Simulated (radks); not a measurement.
Q: Isoelectronic series with 41 electrons, each ion in its NIST ground configuration. Calculated with a radial shooting solver on a logarithmic mesh with Libxc functionals: scalar-relativistic Kohn-Sham, SCAN, spin-polarised, spherical densities, finite nucleus; open shells are filled with parallel spins first (spin-orbit coupling, left out, can overturn this in heavy ions); meta-GGA in the generalised Kohn-Sham scheme; Fermi nuclear charge, rms radius of each element as measured or else 0.836 A^(1/3) + 0.57 fm. Total energies (hartree) and orbital eigenvalues (eV):

ion    configuration  E (hartree)      4d up    4p down
Nb      [Kr] 4d4 5s1  -3820.58046    -3.8592   -33.5006
Mo+         [Kr] 4d5  -4049.39937   -11.5787   -43.6784
Tc2+        [Kr] 4d5  -4285.84025   -24.0950   -59.8536
Ru3+        [Kr] 4d5  -4529.83791   -39.3001   -78.8595
Rh4+        [Kr] 4d5  -4781.40377   -56.8505  -100.2850
Pd5+        [Kr] 4d5  -5040.55363   -76.5625  -123.9188
Ag6+        [Kr] 4d5  -5307.31367   -98.3264  -149.6418
In8+        [Kr] 4d5  -5863.78096  -147.7467  -207.0915
Sn9+        [Kr] 4d5  -6153.55708  -175.3168  -238.7335
Sb10+       [Kr] 4d5  -6451.07889  -204.7534  -272.2841
Te11+       [Kr] 4d5  -6756.38323  -236.0360  -307.7256
I12+        [Kr] 4d5  -7069.51912  -269.1468  -345.0444

Estimate the row of Cd7+ ([Kr] 4d5).

A: E (hartree) -5581.71045; 4d up -122.0713; 4p down -177.3829.
